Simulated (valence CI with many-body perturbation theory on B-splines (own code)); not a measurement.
## Forbidden lines of Sb30+

Level of theory: relativistic CI+MBPT: three valence electrons over a frozen Dirac-Fock core [Ar], a basis of 7 s, 7 p, 8 d, 6 f, 4 g, 1 h functions for each j, with the one-electron correlation potential Σ1, the two-electron term Σ2, the three-electron term Σ3, Breit, model QED; selected CI, second order for the rest, scaled by the run's own slope (own B-spline code, finite nucleus).

The last digits are not significant, and no measured levels were compared; by estimate large intervals hold to a few tenths of a per cent, small ones and those within an open d or f shell to about a per cent. Only levels of the ground parity were solved; by the run's estimate the other parity begins above the list, which can be wrong where configurations are misplaced.

Lines 51 to 69 of 69 in falling wavelength, among levels below 445100 cm⁻¹, chosen from the decays that carry over 1 % of a level's rate. Wavelengths and rates use the calculated energies. Weak lines are less certain than strong ones. Lines between different terms over intervals too small for the method are left out, as are lines whose strength nearly cancels. The highest levels of a list are the least certain.

Levels are named by their leading jj configuration (3d3/2^4 stands for four electrons in 3d with j = 3/2), which in mixed levels can hold well under half, so a name can repeat and another be missing. Letters in brackets count levels of one name in rising energy.

```csv
λ vac (nm),Upper,Lower,Type,A (s⁻¹),Branch %
51.37,(3d3/2 3d5/2^2) J=5/2 [b],(3d3/2^2 3d5/2) J=5/2,M1,2.23e+03,13.6
51.26,(3d5/2^3) J=9/2,(3d3/2^2 3d5/2) J=7/2,M1,1.66e+03,5.0
50.74,(3d3/2 3d5/2^2) J=3/2 [b],(3d3/2 3d5/2^2) J=3/2 [a],M1,6.40e+03,16.7
47.70,(3d5/2^3) J=3/2,(3d3/2^2 3d5/2) J=3/2,M1,2.09e+03,5.8
46.90,(3d5/2^3) J=5/2,(3d3/2 3d5/2^2) J=3/2 [a],M1,1.92e+04,28.0
46.56,(3d3/2 3d5/2^2) J=3/2 [a],(3d3/2^3) J=3/2,M1,2.72e+03,6.9
44.56,(3d3/2 3d5/2^2) J=3/2 [b],(3d3/2 3d5/2^2) J=5/2 [a],M1,8.96e+02,2.3
44.13,(3d3/2 3d5/2^2) J=1/2,(3d3/2^3) J=3/2,M1,4.93e+02,2.4
43.90,(3d3/2 3d5/2^2) J=7/2 [b],(3d3/2^2 3d5/2) J=5/2,M1,1.61e+03,13.8
41.57,(3d5/2^3) J=5/2,(3d3/2 3d5/2^2) J=5/2 [a],M1,1.10e+04,16.0
40.09,(3d5/2^3) J=5/2,(3d3/2 3d5/2^2) J=7/2 [a],M1,7.54e+03,11.0
39.50,(3d5/2^3) J=3/2,(3d3/2^2 3d5/2) J=5/2,M1,6.09e+03,16.9
38.96,(3d3/2 3d5/2^2) J=5/2 [b],(3d3/2^3) J=3/2,M1,3.36e+02,2.0
35.86,(3d3/2 3d5/2^2) J=5/2 [c],(3d3/2^3) J=3/2,M1,2.29e+03,17.8
34.75,(3d3/2 3d5/2^2) J=3/2 [b],(3d3/2^2 3d5/2) J=1/2,M1,1.24e+03,3.2
32.65,(3d3/2 3d5/2^2) J=3/2 [b],(3d3/2^2 3d5/2) J=3/2,M1,3.21e+03,8.4
31.73,(3d5/2^3) J=3/2,(3d3/2^3) J=3/2,M1,5.68e+02,1.6
30.32,(3d5/2^3) J=5/2,(3d3/2^2 3d5/2) J=7/2,M1,2.22e+03,3.2
28.59,(3d3/2 3d5/2^2) J=3/2 [b],(3d3/2^2 3d5/2) J=5/2,M1,3.24e+03,8.4
```
